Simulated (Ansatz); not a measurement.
Al5As5. Total charge 0; singlet. Geometry PBE-D4/def2-SVP.

| atom | x (Å) | y (Å) | z (Å) |
| --- | --- | --- | --- |
| Al1 | -0.644 | -2.684 | 0.816 |
| Al2 | -2.364 | 1.215 | -1.092 |
| Al3 | 1.258 | 0.287 | -2.393 |
| Al4 | 0.060 | 1.939 | -0.697 |
| Al5 | 0.079 | 1.888 | 1.955 |
| As6 | 1.404 | -1.592 | -0.629 |
| As7 | -1.607 | -0.130 | 1.061 |
| As8 | -0.956 | -1.013 | -1.332 |
| As9 | 0.687 | -0.619 | 2.008 |
| As10 | 2.082 | 0.708 | 0.302 |

Another isomer (singlet) lies 2.19 eV lower at PBE0-D4/def2-TZVP; other spin states weren't run for this one.

Problem. Estimate the orbital energies around the gap (eV) in Ansatz with PBE-D4/def2-TZVP, r2SCAN-D4/def2-TZVP, PBE0-D4/def2-TZVP.

Solution. 
```csv
orbital,PBE-D4/def2-TZVP,r2SCAN-D4/def2-TZVP,PBE0-D4/def2-TZVP
HOMO−5,-6.24,-6.46,-7.07
HOMO−4,-5.84,-6.06,-6.65
HOMO−3,-5.79,-6.05,-6.59
HOMO−2,-5.61,-5.76,-6.31
HOMO−1,-5.40,-5.63,-6.13
HOMO,-5.08,-5.23,-5.73
LUMO,-3.02,-3.03,-2.51
LUMO+1,-2.92,-2.94,-2.41
LUMO+2,-2.81,-2.84,-2.22
LUMO+3,-2.69,-2.68,-2.14
LUMO+4,-2.50,-2.51,-1.94
LUMO+5,-2.28,-2.23,-1.65
```
